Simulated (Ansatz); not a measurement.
```xyz
2

Li    0.0000    0.0000    0.8872
O     0.0000    0.0000   -0.8872
```

Basis set: cc-pVDZ (spherical functions). Correlated methods keep 1 orbital frozen. Charge 0, multiplicity 2.

Computed with Ansatz (development build ahead of 0.2.0); the reference of a correlated method needn't be the lowest determinant of its kind.

The atomization energy at this shape (free ground-state atoms in the same class of orbitals less the molecule, no zero-point energy) of doublet LiO:

```
     method  atomization energy
UHF-CCSD(T)      68.10 kcal/mol
```

(1) What does UHF-CCSD give?

## Answers

(1) 66.86 kcal/mol. Caution: the reference determinant was not shown to be the lowest.
